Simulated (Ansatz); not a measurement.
Calibrating PBE-D4/def2-TZVPP on Ga-containing molecules

The vertical ionisation energy (cation less neutral) in eV of 7 Ga-containing molecules: x at PBE-D4/def2-TZVPP, y at CCSD(T)/def2-TZVPP. Shapes, held fixed at every level: PBE0-D4/def2-TZVP. Programs: Ansatz 0.2.0.

| molecule | x (eV) | y (eV) |
| --- | --- | --- |
| GaBr (SMILES [Ga][Br]) | 9.52 | 9.53 |
| GaH3(NH3) | 9.65 | 10.12 |
| GaCl (SMILES [Cl][Ga]) | 9.80 | 9.79 |
| PH3(GaH3) | 9.88 | ? |
| GaH3(SH2) | 9.91 | 10.44 |
| GaH3(OH2) | 9.93 | 10.45 |
| GaF (SMILES [F][Ga]) | 10.42 | 10.38 |

Q: Fit y = c + s·x to the known rows and predict y for PH3(GaH3).

A: 
1. Means of the 6 rows: x = 9.8717, y = 10.118.
2. Σ(Δx)² = 0.48348, Σ(Δx·Δy) = 0.40522, so the slope is 0.40522/0.48348 = 0.83813.
3. Intercept: 10.118 − (0.83813) × 9.8717 = 1.844. The largest residual of the fit is 0.29.
4. PH3(GaH3): 1.844 + 0.83813 × 9.88 = 10.12 eV.

CCSD(T)/def2-TZVPP gives 10.35 eV, so the prediction is off by -0.23 eV, within the largest residual. Uncorrected, PBE-D4/def2-TZVPP misses it by -0.47 eV, and the other rows by 0.26 on average. The line removes about 50 % of this miss. Left out in turn, the other rows are missed by 0.45 eV on average, worse than no correction. Cations run unrestricted. Relativity is left out for Br, Ga. Outer-core shells of Br, Ga are correlated, in sets that cover them unevenly.
